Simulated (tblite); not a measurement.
Record of a relaxation.

C3H12OSSi2.
Numbering: `[CH3:1][S:2][SiH2:3][O:4][CH2:5][CH2:6][SiH3:7]` (hydrogens: H8, H9, H10 on C1; H11, H12 on Si3; H13, H14 on C5; H15, H16 on C6; H17, H18, H19 on Si7)

Computed with GFN2-xTB (tblite), gas phase: L-BFGS steps from a force-field or distance-geometry start until the largest atomic force falls under 0.01 eV/Å. 8 of its 143 geometries are shown.

Step 0: E = -635.5338 eV, largest atomic force 2.945 eV/Å
```
atom  x, y, z in Å  |  force x, y, z in eV/Å
C1      3.941    0.653   -0.037   -0.496  -0.470   1.004
S2      2.904   -0.100   -1.337    0.073  -0.211  -0.267
Si3     1.291   -1.071   -0.323   -1.041   1.382  -0.103
O4     -0.036    0.057   -0.361    2.339  -1.781   0.165
C5     -1.151   -0.701   -0.642   -1.174  -0.315  -1.087
C6     -2.406    0.151   -0.714   -0.624  -0.839  -0.601
Si7    -2.776    1.031    0.885   -0.148   0.620   0.715
H8      4.516   -0.148    0.480   -0.215   0.651  -0.520
H9      3.228    1.083    0.697    0.727   0.075  -0.479
H10     4.583    1.396   -0.518   -0.248  -0.280   0.295
H11     1.576   -1.396    1.071    0.022   0.074  -0.112
H12     0.873   -2.284   -1.085    0.487   0.531   0.253
H13    -1.264   -1.516    0.097   -0.183   0.282  -0.139
H14    -1.014   -1.190   -1.648   -0.198   0.152   0.639
H15    -2.386    0.821   -1.593    0.133  -0.314   0.479
H16    -3.244   -0.567   -0.869    0.386   0.403  -0.198
H17    -2.928    0.074    1.997   -0.049   0.034  -0.167
H18    -1.687    1.933    1.235    0.030   0.120   0.025
H19    -4.032    1.781    0.672    0.180  -0.112   0.098
```

Step 20: E = -636.1411 eV, largest atomic force 0.275 eV/Å
```
atom  x, y, z in Å  |  force x, y, z in eV/Å
C1      3.911    0.659    0.019   -0.033   0.010  -0.014
S2      2.920    0.037   -1.373   -0.264  -0.075  -0.007
Si3     1.348   -1.053   -0.383    0.030  -0.012   0.012
O4     -0.071   -0.283   -0.497    0.133   0.053   0.008
C5     -1.332   -0.872   -0.698    0.012   0.026  -0.042
C6     -2.448    0.157   -0.714   -0.083   0.064  -0.027
Si7    -2.740    1.076    0.927    0.056   0.028   0.051
H8      4.461   -0.150    0.488   -0.065  -0.052   0.004
H9      3.261    1.155    0.728    0.011   0.024   0.089
H10     4.605    1.370   -0.410    0.073   0.074   0.006
H11     1.720   -1.155    1.028   -0.034  -0.016  -0.104
H12     1.319   -2.356   -1.056    0.011   0.116   0.095
H13    -1.517   -1.613    0.086    0.029  -0.052   0.078
H14    -1.297   -1.396   -1.657   -0.065  -0.135  -0.082
H15    -2.257    0.868   -1.516    0.070   0.063  -0.009
H16    -3.368   -0.364   -0.986    0.013  -0.067  -0.014
H17    -2.903    0.090    2.003    0.017   0.018  -0.034
H18    -1.642    1.988    1.233    0.040  -0.021   0.001
H19    -3.980    1.850    0.785    0.050  -0.045  -0.011
```

Step 41: E = -636.2117 eV, largest atomic force 0.102 eV/Å
```
atom  x, y, z in Å  |  force x, y, z in eV/Å
C1      3.802    0.685    0.040    0.027   0.002   0.002
S2      2.628    0.381   -1.317    0.038   0.050   0.024
Si3     1.326   -1.019   -0.378   -0.028  -0.010   0.026
O4     -0.111   -0.399   -0.716   -0.028   0.038  -0.029
C5     -1.391   -0.961   -0.721    0.008  -0.017   0.018
C6     -2.421    0.160   -0.754    0.015  -0.070  -0.025
Si7    -2.608    1.061    0.914    0.048  -0.028  -0.086
H8      4.213   -0.256    0.388    0.039  -0.015  -0.015
H9      3.300    1.200    0.852   -0.001   0.008  -0.011
H10     4.588    1.310   -0.368    0.030  -0.001   0.030
H11     1.595   -1.056    1.058   -0.024   0.021  -0.009
H12     1.560   -2.344   -0.946   -0.003  -0.021  -0.010
H13    -1.519   -1.594    0.166   -0.023  -0.008  -0.002
H14    -1.475   -1.608   -1.605   -0.027   0.037   0.012
H15    -2.108    0.858   -1.532   -0.046   0.006   0.011
H16    -3.377   -0.257   -1.069   -0.037  -0.032   0.017
H17    -2.755    0.056    1.969   -0.031  -0.022   0.025
H18    -1.451    1.899    1.197    0.094   0.037   0.010
H19    -3.807    1.892    0.829   -0.051   0.025   0.013
```

Step 61: E = -636.2739 eV, largest atomic force 0.118 eV/Å
```
atom  x, y, z in Å  |  force x, y, z in eV/Å
C1      3.847    0.650    0.120   -0.020   0.024  -0.006
S2      2.473    0.759   -1.069   -0.052   0.066  -0.066
Si3     1.217   -0.809   -0.368    0.072   0.021  -0.010
O4     -0.201   -0.395   -0.990    0.007  -0.015   0.043
C5     -1.440   -1.014   -0.798   -0.053   0.019  -0.005
C6     -2.534    0.043   -0.774   -0.027  -0.008  -0.019
Si7    -2.444    1.045    0.846    0.031  -0.034  -0.075
H8      4.140   -0.385    0.252    0.032   0.027  -0.008
H9      3.545    1.089    1.065   -0.041  -0.060   0.047
H10     4.662    1.232   -0.297    0.028  -0.073  -0.015
H11     1.229   -0.837    1.093   -0.031   0.026   0.035
H12     1.710   -2.094   -0.870   -0.002  -0.006   0.013
H13    -1.436   -1.567    0.147    0.017  -0.113  -0.028
H14    -1.592   -1.734   -1.613    0.007   0.021  -0.008
H15    -2.400    0.671   -1.657   -0.056   0.018   0.092
H16    -3.507   -0.446   -0.867    0.098   0.011  -0.004
H17    -2.642    0.072    1.930   -0.027   0.042   0.035
H18    -1.136    1.672    0.991    0.034   0.047   0.006
H19    -3.500    2.057    0.868   -0.017  -0.016  -0.027
```

Step 81: E = -636.3119 eV, largest atomic force 0.033 eV/Å
```
atom  x, y, z in Å  |  force x, y, z in eV/Å
C1      3.830    0.600    0.123   -0.001  -0.013  -0.003
S2      2.396    0.952   -0.941   -0.010  -0.009   0.016
Si3     1.184   -0.676   -0.311   -0.022   0.012  -0.005
O4     -0.215   -0.368   -1.032   -0.001  -0.032  -0.007
C5     -1.428   -1.047   -0.875   -0.008  -0.003   0.002
C6     -2.561   -0.046   -0.723    0.013   0.012  -0.005
Si7    -2.366    1.048    0.824   -0.008   0.006   0.027
H8      4.056   -0.460    0.093    0.022  -0.010  -0.013
H9      3.611    0.908    1.140   -0.004  -0.004   0.002
H10     4.668    1.169   -0.264   -0.001   0.018  -0.004
H11     1.078   -0.689    1.148    0.000   0.009   0.007
H12     1.795   -1.930   -0.758    0.000  -0.008   0.010
H13    -1.377   -1.711   -0.005   -0.010   0.009  -0.003
H14    -1.579   -1.674   -1.765    0.026   0.005   0.002
H15    -2.573    0.578   -1.617   -0.021   0.009  -0.004
H16    -3.506   -0.590   -0.696    0.021  -0.003  -0.006
H17    -2.594    0.211    2.010    0.011  -0.015  -0.008
H18    -1.036    1.645    0.899   -0.005   0.022  -0.011
H19    -3.391    2.091    0.758   -0.001  -0.004   0.000
```

Step 101: E = -636.3226 eV, largest atomic force 0.073 eV/Å
```
atom  x, y, z in Å  |  force x, y, z in eV/Å
C1      3.859    0.576    0.096   -0.001  -0.022  -0.023
S2      2.378    0.935   -0.899    0.033   0.044  -0.001
Si3     1.164   -0.677   -0.239   -0.058   0.044  -0.002
O4     -0.202   -0.384   -1.026   -0.048  -0.030  -0.016
C5     -1.430   -1.042   -0.899    0.025  -0.025   0.010
C6     -2.560   -0.036   -0.735    0.040  -0.021  -0.013
Si7    -2.361    1.062    0.812    0.009  -0.041  -0.028
H8      4.170   -0.448   -0.080    0.026   0.013   0.021
H9      3.643    0.732    1.148   -0.017  -0.017  -0.010
H10     4.636    1.262   -0.226   -0.025  -0.018  -0.001
H11     0.992   -0.617    1.212    0.020  -0.008   0.041
H12     1.788   -1.954   -0.597   -0.009   0.007  -0.008
H13    -1.397   -1.729   -0.045   -0.032   0.032  -0.001
H14    -1.574   -1.648   -1.805   -0.003   0.028   0.017
H15    -2.597    0.583   -1.631    0.023   0.024  -0.003
H16    -3.502   -0.583   -0.688    0.012  -0.021  -0.007
H17    -2.456    0.175    1.980    0.009   0.034   0.013
H18    -1.093    1.783    0.824    0.011  -0.010  -0.011
H19    -3.469    2.019    0.806   -0.018  -0.015   0.020
```

Step 122: E = -636.3295 eV, largest atomic force 0.013 eV/Å
```
atom  x, y, z in Å  |  force x, y, z in eV/Å
C1      3.859    0.549    0.074    0.004   0.002   0.004
S2      2.349    0.968   -0.848   -0.001  -0.001  -0.004
Si3     1.132   -0.640   -0.176    0.004   0.000  -0.007
O4     -0.202   -0.416   -1.036    0.003   0.005  -0.004
C5     -1.437   -1.057   -0.910   -0.003   0.005  -0.001
C6     -2.550   -0.032   -0.756   -0.004   0.002   0.002
Si7    -2.337    1.056    0.793   -0.003  -0.002   0.012
H8      4.213   -0.431   -0.228   -0.005  -0.009   0.001
H9      3.656    0.566    1.139   -0.007  -0.004   0.003
H10     4.601    1.301   -0.173    0.005   0.005   0.002
H11     0.914   -0.534    1.267    0.006   0.002   0.006
H12     1.791   -1.915   -0.468   -0.003   0.004  -0.003
H13    -1.424   -1.737   -0.050    0.002   0.000  -0.001
H14    -1.585   -1.661   -1.814   -0.007  -0.003   0.002
H15    -2.562    0.596   -1.647    0.003  -0.006  -0.004
H16    -3.502   -0.563   -0.725    0.000  -0.010  -0.003
H17    -2.298    0.175    1.968    0.006   0.001  -0.003
H18    -1.119    1.856    0.721   -0.002   0.008  -0.001
H19    -3.511    1.928    0.877    0.001   0.001  -0.001
```

Step 142: E = -636.3305 eV, largest atomic force 0.008 eV/Å
```
atom  x, y, z in Å  |  force x, y, z in eV/Å
C1      3.864    0.531    0.083    0.007  -0.002   0.002
S2      2.380    0.957   -0.878    0.006   0.002   0.002
Si3     1.138   -0.624   -0.194    0.002  -0.003  -0.005
O4     -0.206   -0.381   -1.033    0.000  -0.003  -0.007
C5     -1.430   -1.044   -0.907   -0.001  -0.001   0.002
C6     -2.560   -0.040   -0.750    0.000  -0.003   0.001
Si7    -2.348    1.061    0.791    0.003  -0.006   0.000
H8      4.229   -0.445   -0.221   -0.003   0.002  -0.002
H9      3.627    0.530    1.141   -0.005   0.004   0.003
H10     4.610    1.289   -0.129    0.001  -0.002  -0.003
H11     0.946   -0.506    1.253   -0.004  -0.005   0.002
H12     1.767   -1.913   -0.490    0.002   0.001   0.002
H13    -1.403   -1.724   -0.049   -0.001  -0.001   0.005
H14    -1.569   -1.652   -1.811    0.002   0.007  -0.001
H15    -2.593    0.581   -1.646    0.000   0.005   0.002
H16    -3.500   -0.590   -0.706   -0.004   0.000   0.001
H17    -2.261    0.184    1.966    0.002   0.004  -0.001
H18    -1.156    1.897    0.695   -0.005   0.001  -0.004
H19    -3.545    1.900    0.894   -0.002   0.000   0.000
```

**Question.** Summarise the path.

**Answer.** The energy falls by 0.7967 eV from step 0 to step 142; nine tenths of that is first reached at step 54. It falls at every step. The largest force goes from 2.945 to 0.008 eV/Å. Among the bonds Si3–O4 changes most, from 1.742 to 1.603 Å; the atoms move by 0.695 Å rms after alignment.

What follows is the cost of the whole relaxation. On Arm Neoverse V2, one thread, shared host with 32 logical CPUs at a one-minute load of 27, this took 1.1 s wall.
